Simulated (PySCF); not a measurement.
## A series of derivatives of C1C[SiH2]1

Parent skeleton `[CH2:1]1[CH2:2][SiH2:3]1`; one hydrogen on atom 3 is replaced by X. Hydrogens on one atom are averaged.

Level of theory: σ from GIAO-PBE0/pcSseg-1, structure optimised with GFN2-xTB, in PySCF 2.14 (one computed conformer, no solvent model, rapidly exchanging positions averaged, non-relativistic Hamiltonian).

Shifts are taken against calculated references (same method and geometry level): TMS for $^{13}$C (186.93 ppm), $^{29}$Si (349.16 ppm), $^{1}$H (31.72 ppm).

Parent (X = H): C1/C2 -7.7, Si3 -160.4, H(C1)/H(C2) 0.52, H(Si3) 2.42 ppm. Effects are Δδ = δ(X) − δ(H), positive for deshielding.

Known members:
| X | C1/C2 | Si3 | H(C1)/H(C2) | H(Si3) |
| --- | --- | --- | --- | --- |
| allyl | +3.6 | +38.8 | -0.02 | +0.50 |
| vinyl | +7.7 | +25.3 | +0.16 | +0.78 |
| 2-furyl | +6.8 | +25.2 | +0.26 | +1.28 |
| COCH3 | +8.6 | +13.1 | +0.36 | +0.63 |
| 4-pyridyl | +8.1 | +34.5 | +0.39 | +1.16 |

Four more derivatives gave (Δδ, ppm):
| compound | C1/C2 | Si3 | H(C1)/H(C2) | H(Si3) |
| --- | --- | --- | --- | --- |
| 1 | +7.1 | +35.1 | +0.30 | +1.19 |
| 2 | +4.9 | +47.9 | +0.11 | +1.84 |
| 3 | +12.9 | +34.1 | +0.47 | +1.86 |
| 4 | +8.0 | +60.0 | +0.04 | +1.64 |

Task: Their substituents are N=CH2, NHCHO, NMe2, Ph. Which is which?

Result: 1: X = Ph (c1ccc([SiH]2CC2)cc1); 2: X = NHCHO (O=CN[SiH]1CC1); 3: X = N=CH2 (C=N[SiH]1CC1); 4: X = NMe2 (CN(C)[SiH]1CC1).
